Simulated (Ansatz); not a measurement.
Reaction (substitution at a C–C bond): `CC/C=C(\C)CC` + `SCc1ccccc1` → `CSCc1ccccc1` + `C/C=C(\C)CC`

Program: Ansatz. Geometries: PBE0-D4/def2-TZVP. ΔE: electronic, gas phase. CCSD(T)/CBS is the MP2 limit (def2-TZVPP, def2-QZVPP) plus CCSD(T) − MP2 in def2-TZVPP, frozen cores. Double bonds are as drawn, so ΔE can hold a change between cis and trans. DFT in def2-TZVPP. HSE06 is defined as in plane-wave codes. Each species was taken in one conformer, which may not be the lowest.

Is it downhill or uphill in electronic energy at CCSD(T)/CBS, and by how much? (An estimate is asked.)

The calculation gave: Nearly level: ΔE = -0.3 kcal/mol.

What do these levels give: BLYP-D4, r2SCANh-D4, ωB97X-V, ωB97M-V, B2PLYP, PBE, r2SCAN, r2SCANh, HSE06, RPA@PBE/def2-TZVPP, CCSD/def2-TZVPP, MP2/def2-QZVPP? (Best estimate.)

Ansatz gave: BLYP-D4 -1.3, r2SCANh-D4 -1.0, ωB97X-V -0.5, ωB97M-V -0.6, B2PLYP -0.1, PBE -0.7, r2SCAN -0.9, r2SCANh -0.8, HSE06 -0.3, RPA@PBE/def2-TZVPP 0.8, CCSD/def2-TZVPP 0.7, MP2/def2-QZVPP -0.8 kcal/mol.

Largest T1 diagnostic among the species: 0.010.

The D4 term adds −0.9 kcal/mol with B3LYP and −0.5 kcal/mol with PBE0; it sums over pairs of atoms, weighted by their polarisabilities, and B3LYP, whose exchange is more repulsive, gets the larger term. Leaving LDA and LC-ωPBE aside and taking each functional with its dispersion term where it has one, the values, not all of them listed here, spread over 1.4 kcal/mol, from revPBE-D4 to B2PLYP.

B3LYP here is the variant with VWN-RPA as its local correlation; programs differ in this.
